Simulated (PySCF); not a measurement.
**The potential of point charges around `CSc1cc(C2CC2)nnn1`**

Species: `CSc1cc(C2CC2)nnn1`. Coordinates (GFN2-xTB, Å) and charges (e) from the PBE0/pcSseg-1 density (PySCF):

| atom | x | y | z | Mulliken | IAO | Hirshfeld | ESP-fitted |
| --- | --- | --- | --- | --- | --- | --- | --- |
| C1 | 4.233 | -0.671 | -0.568 | -0.3555 | -0.5009 | -0.1147 | -0.3839 |
| S2 | 3.215 | 0.152 | 0.687 | +0.0832 | +0.1889 | +0.0455 | -0.1864 |
| C3 | 1.621 | -0.095 | 0.026 | +0.0665 | +0.0157 | +0.0425 | +0.7003 |
| C4 | 0.494 | 0.417 | 0.668 | -0.0640 | -0.1987 | -0.0618 | -1.0717 |
| C5 | -0.720 | 0.149 | 0.050 | +0.2626 | +0.1510 | +0.0756 | +1.2324 |
| C6 | -1.998 | 0.624 | 0.584 | -0.2914 | -0.1564 | -0.0448 | -0.7792 |
| C7 | -3.226 | -0.238 | 0.406 | -0.1571 | -0.2752 | -0.0788 | -0.2096 |
| C8 | -3.089 | 1.008 | -0.390 | -0.1584 | -0.2750 | -0.0788 | -0.2375 |
| N9 | -0.746 | -0.572 | -1.086 | -0.3306 | -0.2086 | -0.0981 | -0.2511 |
| N10 | 0.337 | -1.009 | -1.608 | -0.0030 | -0.0046 | -0.0425 | -0.2861 |
| N11 | 1.504 | -0.795 | -1.104 | -0.3315 | -0.2179 | -0.1083 | -0.1621 |
| H12 | 5.199 | -0.859 | -0.111 | +0.1529 | +0.1678 | +0.0552 | +0.2287 |
| H13 | 3.744 | -1.595 | -0.857 | +0.1784 | +0.1839 | +0.0457 | +0.0924 |
| H14 | 4.336 | -0.016 | -1.427 | +0.1625 | +0.1689 | +0.0499 | +0.1318 |
| H15 | 0.572 | 0.985 | 1.582 | +0.1040 | +0.1662 | +0.0585 | +0.3170 |
| H16 | -1.910 | 1.198 | 1.498 | +0.1039 | +0.1504 | +0.0520 | +0.2922 |
| H17 | -3.086 | -1.177 | -0.105 | +0.1530 | +0.1679 | +0.0485 | +0.1009 |
| H18 | -3.934 | -0.266 | 1.220 | +0.1355 | +0.1545 | +0.0532 | +0.1789 |
| H19 | -3.699 | 1.863 | -0.140 | +0.1356 | +0.1544 | +0.0532 | +0.1872 |
| H20 | -2.853 | 0.909 | -1.437 | +0.1533 | +0.1678 | +0.0484 | +0.1058 |

Points outside the species (Å): A (-3.7, -3.1, -5.3); B (6.4, 1.4, 2.5); C (-10.4, 2.3, -2.6); D (-0.2, 3.0, -3.1); E (1.2, 4.0, 2.1).

Task: Find the potential V = 14.3996 V·Å × Σ q/r of each set of charges at these points.

Result: In volts:

| point | nearest atom | distance (Å) | Mulliken | IAO | Hirshfeld | ESP-fitted |
| --- | --- | --- | --- | --- | --- | --- |
| A | H17 | 5.57 | -0.239 | -0.214 | -0.124 | -0.241 |
| B | H12 | 3.66 | +0.208 | +0.229 | +0.113 | +0.039 |
| C | H19 | 7.15 | +0.038 | +0.009 | +0.008 | +0.012 |
| D | H20 | 3.77 | -0.362 | -0.328 | -0.148 | -0.128 |
| E | H15 | 3.12 | +0.164 | +0.240 | +0.133 | +0.213 |

Task: How far are the other sets from the ESP-fitted one at these points?

Result: Root-mean-square difference: Hirshfeld 0.072 V, IAO 0.125 V, Mulliken 0.132 V. The ESP scheme is a least-squares fit of atom-centred charges to the potential on four shells outside the van der Waals surface, with the total charge fixed.

Task: What energy would a point charge of -2 e have at A in the field of the ESP charges, leaving out polarisation?

Result: +0.483 eV = +46.6 kJ/mol, a repulsion.

One conformer (not necessarily the lowest) at the GFN2-xTB geometry, without solvent, vibrations or thermal averaging. GFN2-xTB frequencies show an imaginary mode (34i cm⁻¹), so this geometry is no minimum at that level.

These values come from a run that also computed NMR shieldings. Hardware: one thread of an Arm Neoverse V1 (shared host). Cost: 50 s wall, 1.0 GiB resident at most.

Shape of the structure used: `[CH3:1][S:2][c:3]1[cH:4][c:5]([CH:6]2[CH2:7][CH2:8]2)[n:9][n:10][n:11]1`: C1–S2–C3–C4 -178°, C4–C5–C6–C7 -146°.
